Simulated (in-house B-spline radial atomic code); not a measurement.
Ionising Rh4+ with different functionals

Computed with a radial B-spline atomic code at the basis-set limit: non-relativistic Hamiltonian, point nucleus, spin-polarised at highest spin, spherical fractional occupations for the functionals, and exact exchange of hybrids averaged over the configuration. The ionisation energy is the difference of two self-consistent energies, [Kr] 4d5 → [Kr] 4d4, without Breit or QED terms; ε is the level of the shell that loses the electron (its least bound occupied spin orbital). There is no spin-orbit coupling in this Hamiltonian.

| method | rung | ΔSCF (eV) | -ε(4d) (eV) |
| --- | --- | --- | --- |
| PBE0 | global hybrid | 65.04 | 59.28 |
| B3LYP | global hybrid | 64.88 | 58.65 |
| TPSSh | global hybrid | 64.98 | 57.87 |
| M06-2X | global hybrid | 64.46 | 61.27 |
| BHandHLYP | global hybrid | 64.82 | 61.29 |
| r2SCAN0 | global hybrid | 65.42 | 59.70 |
| B97-1 | global hybrid | 64.71 | 58.58 |
| HSE06 | range-separated hybrid | 65.01 | 58.84 |
| wB97X | range-separated hybrid | 64.56 | 61.45 |
| CAM-B3LYP | range-separated hybrid | 64.82 | 60.55 |
| LC-wPBE | range-separated hybrid | 64.90 | 62.03 |

Question: Among the functionals, which spreads more, the ΔSCF values or the orbital energies?

Answer: The orbital energies: ΔSCF values span about 0.96 eV and the orbital energies 4.16 eV; here energy differences depend much less on the functional than eigenvalues do.

Question: How do they compare with the NIST value?

Answer: NIST lists 63 eV ± 1.9 (tabulated theory, ground level to ground level). Errors run from +1.46 to +2.42 eV; all lie within about twice that uncertainty, so the table can't rank the methods.
